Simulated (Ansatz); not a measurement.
Ansatz (a first-principles code) input (CCSD(T)/def2-SVPD):

Ansatz 0.2 input:
```yaml
crystal:
  periodic: [false, false, false]
  atoms:
    - {symbol: Zr, position_ang: [-0.08261741, 0.02807501, 0.15627490]}
    - {symbol: O, position_ang: [-1.25764503, -1.24985509, -0.28489020]}
    - {symbol: F, position_ang: [-0.26147062, 1.67266868, -0.96336199]}
    - {symbol: F, position_ang: [1.74656581, -0.68646421, 0.52204262]}
basis:
  gaussian:
    orbitals: def2-SVPD
total_charge: -1
magnetization: {spin_polarized: true, initial_magnetization: 1}
correlation: {method: ccsd_t, electrons: outside_noble_gas}
output: {forces: true}
```

End of the output:

```
mean field evaluation 16: about -8715.7365 eV, gradient 2.2e-5 eV
mean field evaluation 32: about -8713.0443 eV, gradient 2.6e0 eV
mean field evaluation 64: about -8708.4173 eV, gradient 1.8e1 eV
mean field evaluation 96: about -8704.8150 eV, gradient 2.6e1 eV
mean field evaluation 128: about -8711.5116 eV, gradient 3.8e-1 eV
mean field evaluation 160: about -8713.8236 eV, gradient 3.3e-1 eV
mean field evaluation 192: about -8713.2365 eV, gradient 2.4e-2 eV
mean field evaluation 224: about -8712.4903 eV, gradient 5.2e0 eV
mean field evaluation 256: about -8709.7888 eV, gradient 7.6e-2 eV
mean field evaluation 288: about -8709.6224 eV, gradient 4.7e0 eV
mean field evaluation 320: about -8709.7953 eV, gradient 2.7e-3 eV
mean field evaluation 352: about -8707.4780 eV, gradient 2.0e1 eV
mean field -8715.73653844 eV, -320.2974100493 hartree, gradient 2.6e-6 eV, S^2 0.756953; 4 other end points of the search recorded, 0 dependent functions left out
determinant -8715.73653844 eV, -320.2974100493 hartree, with singles and doubles -8734.86679340 eV, -321.0004339522 hartree
determinant -8713.82699915 eV, -320.2272357746 hartree, with singles and doubles -8732.92976927 eV, -320.9292496284 hartree
determinant -8713.23655730 eV, -320.2055374368 hartree, with singles and doubles -8732.46167157 eV, -320.9120473551 hartree
determinant -8712.66471426 eV, -320.1845225927 hartree, with singles and doubles -8731.96027119 eV, -320.8936212310 hartree
7 core orbitals not correlated
reference -8715.73653844 eV, -320.2974100493 hartree; 13, 12 occupied and 83, 84 virtual orbitals, 982 factors
densities: 1.46 GiB planned
second order -19.59294406 eV of doubles, -0.00000000 eV of singles
coupled cluster: 0.95 GiB planned
cycle   1  -19.09972332 eV  change   -3.0e-1 eV  update   4.2e-2
cycle   2  -19.16112121 eV  change   -6.1e-2 eV  update   1.2e-2
cycle   3  -19.15852696 eV  change    2.6e-3 eV  update   7.7e-3
cycle   4  -19.16546320 eV  change   -6.9e-3 eV  update   2.4e-3
cycle   5  -19.16467513 eV  change    7.9e-4 eV  update   1.3e-3
cycle   6  -19.16540962 eV  change   -7.3e-4 eV  update   6.1e-4
cycle   7  -19.16528143 eV  change    1.3e-4 eV  update   2.9e-4
cycle   8  -19.16532606 eV  change   -4.5e-5 eV  update   1.3e-4
cycle   9  -19.16533579 eV  change   -9.7e-6 eV  update   6.3e-5
cycle  10  -19.16533563 eV  change    1.6e-7 eV  update   2.9e-5
cycle  11  -19.16533671 eV  change   -1.1e-6 eV  update   1.3e-5
cycle  12  -19.16533416 eV  change    2.6e-6 eV  update   6.2e-6
cycle  13  -19.16533270 eV  change    1.5e-6 eV  update   2.6e-6
cycle  14  -19.16533281 eV  change   -1.1e-7 eV  update   1.3e-6
cycle  15  -19.16533296 eV  change   -1.4e-7 eV  update   6.5e-7
perturbative correction -0.70206094 eV, -0.0258002635 hartree
the calculation of the forces begins
Total energy: -8735.60393233 eV, -321.0275233082 hartree
Atom 0 at    -0.082617     0.028075     0.156275 Å, force     0.103457     0.473236     0.611740 eV/Å
Atom 1 at    -1.257645    -1.249855    -0.284890 Å, force    -0.576563    -0.673591    -0.290380 eV/Å
Atom 2 at    -0.261471     1.672669    -0.963362 Å, force    -0.000232     0.378364    -0.335837 eV/Å
Atom 3 at     1.746566    -0.686464     0.522043 Å, force     0.473338    -0.178008     0.014478 eV/Å
Dipole moment:     0.378581     0.240830    -0.129295 e Å
```

The spin state was set by rule; other spins were not relaxed.
